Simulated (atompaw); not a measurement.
Cutoff test, P (Z = 15), PAW (atompaw)

phosphorus, PAW, made with atompaw 4.2.0.5 (PBE, scalar-relativistic). Core [Ne], reference 3s2 3p3. Waves: 3s (bound): rc 1.80 bohr; 3s channel at 3.8 Ry: rc 1.10 bohr; 3p (bound): rc 1.80 bohr; 3p channel at 2.5 Ry: rc 1.80 bohr; 3d channel at -0.2 Ry: rc 1.65 bohr. Local part: troulliermartins scheme with l = 3 at 0 Ry, radius 1.25 bohr. Core correction: smooth core density matched at 1.20 bohr. Augmentation charge: gaussian compensation charge, radius 1.70 bohr; PAW radius 1.80 bohr; waves and projectors: custom rrkj gramschmidtortho.

The pseudo-atom Hamiltonian at the reference potential is diagonalised in spherical Bessel functions j_l(qr) that vanish at 20 bohr, with q² up to the cutoff. All-electron valence levels (Ry): 3s -1.0267, 3p -0.4047.

Problem. How do the lowest levels (Ry) of each channel move with the cutoff, and are there ghosts?

Solution.

```tsv
cutoff (Ry)	s #1	p #1	p #2	d #1	d #2	f #1	f #2	Σ f·Δε (mRy)
8	-1.0264	-0.3916	0.0279	0.0639	0.1437	0.1141	0.2422	40.2
10	-1.0265	-0.3988	0.0275	0.0638	0.1430	0.1141	0.2422	18.5
15	-1.0266	-0.4039	0.0273	0.0637	0.1420	0.1141	0.2422	3.1
18	-1.0266	-0.4044	0.0273	0.0636	0.1415	0.1141	0.2422	1.5
25	-1.0267	-0.4047	0.0272	0.0635	0.1412	0.1141	0.2422	0.3
30	-1.0268	-0.4047	0.0272	0.0635	0.1411	0.1141	0.2422	0.1
400	-1.0268	-0.4048	0.0272	0.0635	0.1411	0.1141	0.2422	0.0
```

Result: no extra level below or beside the all-electron valence levels (s, p, d, f tested); 10 mRy is reached at 12 Ry and 1 mRy at 21 Ry.
